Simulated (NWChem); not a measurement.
Program: NWChem. System: C$_{6}$H$_{5}$O, charge 0, spin multiplicity 2, displaced from the optimised geometry. The structure started from a generated list of species. Its SCF solution wasn't tested for a lower state. Level: ULDA (SVWN5)/def2-SVP.

Job file:

```
start mol
memory heap 200 mb stack 900 mb global 1100 mb
geometry units angstroms nocenter noautoz
  O      0.654610     2.197041     0.000000
  C      0.239345     0.869420     0.000000
  C      1.262439    -0.144268     0.000000
  C      0.897749    -1.533609     0.000000
  C     -0.481928    -1.843389     0.000000
  C     -1.527011    -0.894783     0.000000
  C     -1.150687     0.494885     0.000000
  H     -0.151801     2.779188     0.000000
  H      2.338556     0.175444     0.000000
  H      1.694339    -2.326388     0.000000
  H     -2.612210    -1.186885     0.000000
  H     -1.945210     1.292772     0.000000
  symmetry group Cs
end
basis spherical
  * library def2-svp
end
dft
  xc slater vwn_5
  odft
  mult 2
  semidirect memsize 60000000 filesize 0
  iterations 100
  convergence energy 1e-4 density 1e-3 gradient 5e-3
end
task dft gradient
```

Part of the output:

```
             Northwest Computational Chemistry Package (NWChem) 7.3.0
             --------------------------------------------------------

                                NWChem Input Module
                                -------------------

 Scaling coordinates for geometry "geometry" by  1.889725989
 (inverse scale =  0.529177249)

 Turning off AUTOSYM since
 SYMMETRY directive was detected!

                             Geometry "geometry" -> ""
                             -------------------------

 Output coordinates in angstroms (scale by  1.889725989 to convert to a.u.)

  No.       Tag          Charge          X              Y              Z
 ---- ---------------- ---------- -------------- -------------- --------------
    1 O                    8.0000     0.65461000     2.19704100     0.00000000
    2 C                    6.0000     0.23934500     0.86942000     0.00000000
    3 C                    6.0000     1.26243900    -0.14426800     0.00000000
    4 C                    6.0000     0.89774900    -1.53360900     0.00000000
    5 C                    6.0000    -0.48192800    -1.84338900     0.00000000
    6 C                    6.0000    -1.52701100    -0.89478300     0.00000000
    7 C                    6.0000    -1.15068700     0.49488500     0.00000000
    8 H                    1.0000    -0.15180100     2.77918800     0.00000000
    9 H                    1.0000     2.33855600     0.17544400     0.00000000
   10 H                    1.0000     1.69433900    -2.32638800     0.00000000
   11 H                    1.0000    -2.61221000    -1.18688500     0.00000000
   12 H                    1.0000    -1.94521000     1.29277200     0.00000000

 Effective nuclear repulsion energy (a.u.)     254.5043213546

            Nuclear Dipole moment (a.u.)
            ----------------------------
        X                 Y               Z
 ---------------- ---------------- ----------------
    -0.0000075589    -0.0000094486     0.0000000000

      Symmetry information
      --------------------

 Group name             Cs
 Group number              2
 Group order               2
 No. of unique centers    12

      Symmetry unique atoms

     1    2    3    4    5    6    7    8    9   10   11   12


 Summary of "ao basis" -> "" (spherical)
 ------------------------------------------------------------------------------
       Tag                 Description            Shells   Functions and Types
 ---------------- ------------------------------  ------  ---------------------
 *                          def2-svp                  on all atoms

                                 NWChem DFT Module
                                 -----------------

 Summary of "ao basis" -> "ao basis" (spherical)
 ------------------------------------------------------------------------------
       Tag                 Description            Shells   Functions and Types
 ---------------- ------------------------------  ------  ---------------------
 O                          def2-svp                 6       14   3s2p1d
 C                          def2-svp                 6       14   3s2p1d
 H                          def2-svp                 3        5   2s1p

 Summary of "ao basis" -> "ao basis" (spherical)
 ------------------------------------------------------------------------------
       Tag                 Description            Shells   Functions and Types
 ---------------- ------------------------------  ------  ---------------------
 O                          def2-svp                 6       14   3s2p1d
 C                          def2-svp                 6       14   3s2p1d
 H                          def2-svp                 3        5   2s1p

      Symmetry analysis of basis
      --------------------------

        a'         90
        a"         33

            General Information
            -------------------
          SCF calculation type: DFT
          Wavefunction type:  spin polarized.
          No. of atoms     :    12
          No. of electrons :    49
           Alpha electrons :    25
            Beta electrons :    24
          Charge           :     0
          Spin multiplicity:     2
          Use of symmetry is: on ; symmetry adaption is: on
          Maximum number of iterations: 100
          AO basis - number of functions:   123
                     number of shells:    57
          Convergence on energy requested:  1.00D-04
          Convergence on density requested:  1.00D-03
          Convergence on gradient requested:  5.00D-03

              XC Information
              --------------
                        Slater Exchange Functional  1.000 local
                      VWN V Correlation Functional  1.000 local

             Grid Information
             ----------------
          Grid used for XC integration:  medium
          Radial quadrature: Mura-Knowles
          Angular quadrature: Lebedev.
          Tag              B.-S. Rad. Rad. Pts. Rad. Cut. Ang. Pts.
          ---              ---------- --------- --------- ---------
          O                   0.60       49          12.0       434
          C                   0.70       49          12.0       434
          H                   0.35       45          13.0       434
          Grid pruning is: on
          Number of quadrature shells:   568
          Spatial weights used:  Erf1

          Convergence Information
          -----------------------
          Convergence aids based upon iterative change in
          total energy or number of iterations.
          Levelshifting, if invoked, occurs when the
          HOMO/LUMO gap drops below (HL_TOL):  1.00D-02
[...]
    64      0.359174   5 C  py               87     -0.181142   7 C  s
    31     -0.172981   3 C  s                58     -0.159658   5 C  s
    73      0.144732   6 C  s                45      0.133412   4 C  s
    36      0.132494   3 C  py               60      0.132729   5 C  px

 Vector   26  Occ=0.000000D+00  E=-6.075169D-02  Symmetry=a"
              MO Center= -1.3D-01, -5.2D-01, -2.4D-15, r^2= 3.5D+00
   Bfn.  Coefficient  Atom+Function         Bfn.  Coefficient  Atom+Function
  ----- ------------  ---------------      ----- ------------  ---------------
    93     -0.404068   7 C  pz               37      0.399074   3 C  pz
    79      0.400199   6 C  pz               51     -0.392707   4 C  pz
    76      0.336782   6 C  pz               34      0.333955   3 C  pz
    48     -0.335504   4 C  pz               90     -0.329816   7 C  pz
    27     -0.029493   2 C  d  1             69      0.027032   5 C  d  1

 Vector   27  Occ=0.000000D+00  E=-3.013777D-02  Symmetry=a"
              MO Center= -7.4D-02, -3.2D-01, -6.0D-16, r^2= 3.6D+00
   Bfn.  Coefficient  Atom+Function         Bfn.  Coefficient  Atom+Function
  ----- ------------  ---------------      ----- ------------  ---------------
    23      0.474242   2 C  pz               65      0.452177   5 C  pz
    20      0.441524   2 C  pz               62      0.381137   5 C  pz
    37     -0.244044   3 C  pz               93     -0.242323   7 C  pz
    79     -0.209992   6 C  pz               51     -0.207362   4 C  pz
     9     -0.202400   1 O  pz                6     -0.195188   1 O  pz

   alpha - beta orbital overlaps
   -----------------------------

   alpha      1      2      3      4      5      6      7      8      9     10
    beta      1      2      7      3      5      4      6      8      9     10
 overlap   1.000  1.000  1.000  0.998  0.986  0.989  1.000  1.000  0.998  1.000

   alpha     11     12     13     14     15     16     17     18     19     20
    beta     11     12     13     14     15     16     17     18     19     20
 overlap   0.995  0.998  0.996  0.999  0.994  0.969  0.964  0.983  0.999  0.995

   alpha     21     22     23     24     25     26     27     28     29     30
    beta     21     22     23     24     25     26     27     28     29     30
 overlap   0.996  0.996  1.000  0.996  0.990  1.000  0.995  0.999  0.999  1.000

   alpha     31     32     33     34     35     36     37     38     39     40
    beta     31     32     33     34     35     37     36     38     39     40
 overlap   0.997  1.000  1.000  0.999  0.998  0.801  0.803  0.928  0.996  0.983

   alpha     41     42     43     44     45     46     47     48     49     50
    beta     41     42     43     44     45     46     50     48     47     49
 overlap   0.999  0.989  0.991  0.998  0.980  0.897  0.873  0.963  0.964  0.957

   alpha     51     52     53     54     55     56     57     58     59     60
    beta     51     52     53     54     55     56     57     58     59     60
 overlap   0.995  0.998  0.986  0.995  0.984  0.998  0.995  0.989  0.992  0.994

   alpha     61     62     63     64     65     66     67     68     69     70
    beta     61     62     63     64     65     66     67     68     69     70
 overlap   0.997  0.998  0.995  0.998  0.997  1.000  1.000  1.000  1.000  0.999

   alpha     71     72     73     74     75     76     77     78     79     80
    beta     71     72     73     74     75     76     77     78     79     80
 overlap   1.000  0.994  0.993  1.000  0.997  1.000  0.998  0.993  0.996  0.997

   alpha     81     82     83     84     85     86     87     88     89     90
    beta     81     82     83     84     85     86     87     88     89     91
 overlap   0.998  0.995  0.998  0.998  1.000  0.989  0.980  0.958  0.974  0.980

   alpha     91     92     93     94     95     96     97     98     99    100
    beta     90     92     93     94     95     96     97     98     99    100
 overlap   0.988  0.988  0.995  1.000  0.988  0.997  0.999  0.979  0.970  0.997

   alpha    101    102    103    104    105    106    107    108    109    110
    beta    101    102    104    103    105    106    107    108    109    110
 overlap   0.988  0.998  0.998  0.998  0.998  0.998  0.999  0.999  0.999  1.000

   alpha    111    112    113    114    115    116    117    118    119    120
    beta    111    112    113    114    115    116    118    117    119    120
 overlap   0.998  1.000  1.000  0.997  0.998  1.000  0.998  1.000  0.999  1.000

   alpha    121    122    123
    beta    121    122    123
 overlap   0.999  1.000  1.000

     --------------------------
     Expectation value of S2:
     --------------------------
      <S2> =      0.7568 (Exact =     0.7500)

 center of mass
 --------------
 x =   0.01356233 y =  -0.01502248 z =   0.00000000

 moments of inertia (a.u.)
 ------------------
         658.656787354221         -84.378879931664           0.000000000000
         -84.378879931664         364.637531732479           0.000000000000
           0.000000000000           0.000000000000        1023.294319086700

     Multipole analysis of the density
     ---------------------------------

     L   x y z        total         alpha         beta         nuclear
     -   - - -        -----         -----         ----         -------
     0   0 0 0     -0.000000    -25.000000    -24.000000     49.000000

     1   1 0 0     -0.402270      0.312445     -0.714707     -0.000008
     1   0 1 0      0.574364      2.244027     -1.669653     -0.000009
     1   0 0 1     -0.000000     -0.000000     -0.000000      0.000000

     2   2 0 0    -26.850306   -122.919888   -119.868410    215.937992
     2   1 1 0     -3.936544    -22.108103    -18.055554     36.227113
     2   1 0 1      0.000000      0.000000      0.000000      0.000000
     2   0 2 0    -27.535602   -201.624615   -184.075764    358.164776
     2   0 1 1      0.000000      0.000000     -0.000000      0.000000
     2   0 0 2    -32.975554    -16.829558    -16.145996      0.000000

            General Information
            -------------------
          SCF calculation type: DFT
          Wavefunction type:  spin polarized.
          No. of atoms     :    12
          No. of electrons :    49
           Alpha electrons :    25
            Beta electrons :    24
          Charge           :     0
          Spin multiplicity:     2
          Use of symmetry is: on ; symmetry adaption is: on
          Maximum number of iterations: 100
          AO basis - number of functions:   123
                     number of shells:    57
          Convergence on energy requested:  1.00D-04
          Convergence on density requested:  1.00D-03
          Convergence on gradient requested:  5.00D-03

              XC Information
              --------------
                        Slater Exchange Functional  1.000 local
                      VWN V Correlation Functional  1.000 local

             Grid Information
             ----------------
          Grid used for XC integration:  medium
          Radial quadrature: Mura-Knowles
          Angular quadrature: Lebedev.
          Tag              B.-S. Rad. Rad. Pts. Rad. Cut. Ang. Pts.
          ---              ---------- --------- --------- ---------
          O                   0.60       49          12.0       434
          C                   0.70       49          12.0       434
          H                   0.35       45          13.0       434
          Grid pruning is: on
          Number of quadrature shells:   568
          Spatial weights used:  Erf1

          Convergence Information
          -----------------------
          Convergence aids based upon iterative change in
          total energy or number of iterations.
          Levelshifting, if invoked, occurs when the
          HOMO/LUMO gap drops below (HL_TOL):  1.00D-02
          DIIS, if invoked, will attempt to extrapolate
          using up to (NFOCK): 10 stored Fock matrices.

                    Damping( 0%)  Levelshifting(0.5)       DIIS
                  --------------- ------------------- ---------------
          dE  on:    start            ASAP                start
          dE off:    2 iters        100 iters           100 iters

      Screening Tolerance Information
      -------------------------------
          Density screening/tol_rho:  1.00D-10
          AO Gaussian exp screening on grid/accAOfunc:   9
          CD Gaussian exp screening on grid/accCDfunc:  20
          XC Gaussian exp screening on grid/accXCfunc:  20
          Schwarz screening/accCoul:  1.00D-08

                            NWChem DFT Gradient Module
                            --------------------------

  charge          =   0.00
  wavefunction    = open shell

  Using symmetry

                         DFT ENERGY GRADIENTS

    atom               coordinates                        gradient
                 x          y          z           x          y          z
   1 O       1.237034   4.151805   0.000000    0.022112   0.027330   0.000000
   2 C       0.452296   1.642966   0.000000   -0.000795  -0.000726   0.000000
   3 C       2.385664  -0.272627   0.000000    0.020737   0.003423   0.000000
   4 C       1.696500  -2.898101   0.000000    0.017214  -0.015979   0.000000
   5 C      -0.910712  -3.483500   0.000000   -0.008162  -0.032240   0.000000
   6 C      -2.885632  -1.690895   0.000000   -0.023014  -0.005227   0.000000
   7 C      -2.174483   0.935197   0.000000   -0.016022   0.013085   0.000000
   8 H      -0.286862   5.251904   0.000000   -0.011607   0.010737   0.000000
   9 H       4.419230   0.331541   0.000000    0.011667   0.003089   0.000000
  10 H       3.201836  -4.396236   0.000000    0.008614  -0.008744   0.000000
  11 H      -4.936361  -2.242887   0.000000   -0.011996  -0.003350   0.000000
  12 H      -3.675914   2.442985   0.000000   -0.008748   0.008601   0.000000

                 ----------------------------------------
                 |  Time  |  1-e(secs)   |  2-e(secs)   |
                 ----------------------------------------
                 |  CPU   |       0.02   |       5.43   |
                 ----------------------------------------
                 |  WALL  |       0.02   |       5.43   |
                 ----------------------------------------

 Task  times  cpu:       11.4s     wall:       11.4s

 Total times  cpu:       11.4s     wall:       11.4s
```
